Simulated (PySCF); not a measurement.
Computed IR spectrum (relative IR intensity) of a molecule C3H4F2O2. The structure is a stationary point at PBE-D3(BJ)/def2-SVP. The values are those of a single conformer. All values below come from PBE-D3(BJ)/def2-SVP run with PySCF. Harmonic, unscaled wavenumbers; measured fundamentals usually lie a few per cent lower.

Lines under 2 % of the strongest are left out, and lines within 2 cm⁻¹ are merged.

| ν (cm⁻¹) | relative intensity |
|---|---|
| 245 | 2.8 |
| 421 | 2.2 |
| 825 | 10 |
| 916 | 20 |
| 968 | 32 |
| 1019 | 14 |
| 1092 | 9.6 |
| 1111 | 6.9 |
| 1142 | 15 |
| 1151 | 100 |
| 1189 | 61 |
| 1219 | 21 |
| 1244 | 42 |
| 1319 | 23 |
| 1384 | 8.8 |
| 1420 | 2.3 |
| 2885 | 31 |
| 2936 | 12 |
| 3056 | 8.2 |

Problem. Identify the compound among the candidates.
A) O[C@@H]1[C@H](O)C1(F)F
B) FC1(F)COCO1
C) CC(F)(F)C(=O)O
D) COC(F)(F)C=O

Solution. B, FC1(F)COCO1
